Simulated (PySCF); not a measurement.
Species: 1-methylsulfonylethyne, C3H4O2S (charge 0, singlet). SMILES: C#CS(C)(=O)=O
Geometry from a B3LYP-D3(BJ)/def2-TZVP (Ansatz) optimisation:
```xyz
10

C      2.3876     0.8008     0.2859
C      1.2753     0.3710     0.1537
S     -0.3150    -0.2778    -0.0346
C     -1.2906     1.2008    -0.1840
O     -0.6622    -0.9383     1.1924
O     -0.3505    -0.9830    -1.2851
H      3.3771     1.1734     0.4036
H     -0.9622     1.7550    -1.0602
H     -1.1868     1.7872     0.7259
H     -2.3195     0.8632    -0.3073
```

Dispersion corrections to the total energy (kcal/mol) from the dftd3 and dftd4 libraries through PySCF: D3(BJ) without and D4 with the three-body term, each with the damping fitted for the functional named.

```json
[
 {"functional": "revPBE", "D3(BJ)": "-14.43", "D4": "-18.33"},
 {"functional": "r2SCAN", "D3(BJ)": "-1.58", "D4": "-1.41"},
 {"functional": "BHLYP", "D3(BJ)": "-7.91", "D4": "-6.72"},
 {"functional": "CAM-B3LYP", "D3(BJ)": "-4.50", "D4": "…"},
 {"functional": "HSE06", "D3(BJ)": "-3.78", "D4": "-4.46"},
 {"functional": "TPSS", "D3(BJ)": "-7.22", "D4": "…"},
 {"functional": "BLYP", "D3(BJ)": "-12.30", "D4": "…"}
]
```

Complete the blanks.


- CAM-B3LYP, D4: -4.85
- TPSS, D4: -7.76
- BLYP, D4: -12.77
